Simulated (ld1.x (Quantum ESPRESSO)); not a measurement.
# Before and after: ultrasoft potential for Ta (Z = 73)

Ta, ultrasoft, made with ld1.x (Quantum ESPRESSO) 7.5 (PBE, scalar-relativistic). Core [Kr] 4d10 4f14 5s2, reference 5p6 5d3 6s1.5 6p0.5. Waves: 6s (bound): rcut 2.40, rcutus 3.10 bohr; 6s channel at 2.05 Ry: rcut 2.40, rcutus 3.10 bohr; 5p (bound): rcut 2.50, rcutus 2.70 bohr; 6p (bound): rcut 2.50, rcutus 2.70 bohr; 5d (bound): rcut 2.30, rcutus 2.85 bohr; 5d channel at 0.05 Ry: rcut 2.30, rcutus 2.85 bohr. Local part: all-electron potential smoothed inside 2.85 bohr (lloc = -1). Core correction: none. Augmentation charge: PSQ, radius 2.10 bohr.

All-electron outer shells of the reference configuration (PBE, scalar-relativistic, ld1.x):

```tsv
shell	level (eV)	outermost node (bohr)	outermost maximum (bohr)
5s	-73.79	0.54	0.98
5p	-40.18	0.58	1.13
4f	-25.49	–	0.44
6s	-5.95	1.32	2.74
5d	-4.26	0.65	1.58
6p	-1.77	1.59	3.80
```

Change: core correction a·sin(br)/r model core inside 2.98 bohr.

Cutoffs: the cutoffs (Ry, on a coarse ladder) from which the occupation-weighted sum of valence levels, in a spherical-Bessel basis at the reference potential, stays within 10 and 1 mRy of its value at 400 Ry; they do not see the model core or the augmentation charge, which bear on the density cutoff. Errors are all-electron minus pseudo energies relative to the spin-unpolarised reference configuration.

Q: Predict the effect on cutoff, ghosts and configuration errors.

A: The potential gets neither clearly harder nor softer (12 Ry and 21 Ry → 12 Ry and 21 Ry); of the 7 tests that both files solve, the error grows in 1 and shrinks in 3 by more than 15 % and 0.3 meV (median size 2.1 → 2.2 meV); neither file shows a bound ghost. A model core, the more so a compact one, raises the density cutoff, which this test does not measure.

| quantity | base | changed |
| --- | --- | --- |
| cutoff, loose | 12 Ry | 12 Ry |
| cutoff, tight | 21 Ry | 21 Ry |
| bound ghosts | none | none |
| error for 5p6 5d3 6s2 6p0, meV [ΔE -2.06 eV] | +0.8 | +0.7 |
| error for 5p6 5d3 6s1 6p0, meV [ΔE 6.41 eV] | -1.2 | -2.0 |
| error for 5p6 5d3 6s0 6p0, meV [ΔE 21.38 eV] | +11 | +4.9 |
| error for 5p6 5d3.5 6s1.5 6p0, meV [ΔE -1.07 eV] | -2.1 | -2.2 |
| error for 5p6 5d4 6s1 6p0, meV [ΔE 0.04 eV] | -6.7 | -6.9 |
| error for 5p6 5d2 6s2 6p0, meV [ΔE 5.62 eV] | +1.8 | +1.3 |
| error for 5p6 5d2 6s2 6p1, meV [ΔE 0.93 eV] | +2.6 | +2.2 |
| s: phases at 3.33 bohr within 0.05 rad from the reference energy up to (Ry; the scan ends near 5) | 3.0 | 3.0 |
| p: phases at 3.33 bohr within 0.05 rad from the reference energy up to (Ry; the scan ends near 5) | 3.0 | 3.0 |
| d: phases at 3.33 bohr within 0.05 rad from the reference energy up to (Ry; the scan ends near 5) | to the end of the scan | to the end of the scan |
| lowest overlap eigenvalue by channel | s 0.65, p 0.79, d 1.00 | s 0.65, p 0.79, d 1.00 |
